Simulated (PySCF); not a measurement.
# Electron correlation in In⁺ (indium, charge +1)

[Kr] 4d10 5s2, closed-shell 1S. Calculation: PySCF 2.14, in ANO-RCC-VTZP (7s6p4d2f1g, 68 functions); scalar relativity by spin-free X2C-1e. Frozen: [Ar] 3d10; 20 electrons correlated.

```tsv
level	correlation energy (mhartree)
CCSD	-648.72
(T)	-16.72
CCSD(T)	-665.44
```

Diagnostics: T1 = 0.010, D1 = 0.0397, largest double amplitude 0.071.

Cost of the coupled-cluster step: of the order of 6 core-seconds, for 20 correlated electrons.

Iterations:

```
CC2 = 0
CCSD nocc = 10, nmo = 54
frozen orbitals [0, 1, 2, 3, 4, 5, 6, 7, 8, 9, 10, 11, 12, 13]
max_cycle = 100
direct = 0
conv_tol = 1e-08
conv_tol_normt = 1e-06
diis_space = 8
diis_start_cycle = 0
Init t2, MP2 energy = -5878.54940277194  E_corr(MP2) -0.684829638678591
Init E_corr(CCSD) = -0.684829638678712
cycle = 1  E_corr(CCSD) = -0.632906661048201  dE = 0.0519229776  norm(t1,t2) = 0.0490663
cycle = 2  E_corr(CCSD) = -0.649597898843755  dE = -0.0166912378  norm(t1,t2) = 0.0138795
cycle = 3  E_corr(CCSD) = -0.647807808518441  dE = 0.00179009033  norm(t1,t2) = 0.00540972
cycle = 4  E_corr(CCSD) = -0.648645704341817  dE = -0.000837895823  norm(t1,t2) = 0.00187099
cycle = 5  E_corr(CCSD) = -0.648730117500771  dE = -8.4413159e-05  norm(t1,t2) = 0.000162686
cycle = 6  E_corr(CCSD) = -0.648716707828109  dE = 1.34096727e-05  norm(t1,t2) = 2.71887e-05
cycle = 7  E_corr(CCSD) = -0.648716027581126  dE = 6.80246983e-07  norm(t1,t2) = 5.89658e-06
cycle = 8  E_corr(CCSD) = -0.648717117128332  dE = -1.08954721e-06  norm(t1,t2) = 1.28141e-06
cycle = 9  E_corr(CCSD) = -0.648717080446512  dE = 3.66818202e-08  norm(t1,t2) = 1.71684e-07
cycle = 10  E_corr(CCSD) = -0.648717070218406  dE = 1.02281059e-08  norm(t1,t2) = 2.37076e-08
cycle = 11  E_corr(CCSD) = -0.648717069372863  dE = 8.45543413e-10  norm(t1,t2) = 1.73197e-08
CCSD converged
E(CCSD) = -5878.513290202632  E_corr = -0.6487170693728626
CCSD(T) correction = -0.0167181087634783
```
